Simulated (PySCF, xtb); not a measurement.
Be(F)(OH) (BeFHO), SMILES [OH][Be][F].

GFN2-xTB (xtb 6.7.1) at its own geometry gives an orbital gap of 9.18 eV and a dipole moment of 3.21 D.

The structure is a stationary point at TPSSh-D3(BJ)/def2-TZVP. Other conformers were not sampled.

Question: What does PBE/def2-TZVPD (PySCF) give? (An estimate is asked for; the answer gives what the named calculation found.)

Answer: gap 6.51 eV (levels -7.85 and -1.34 eV), dipole 1.86 D.
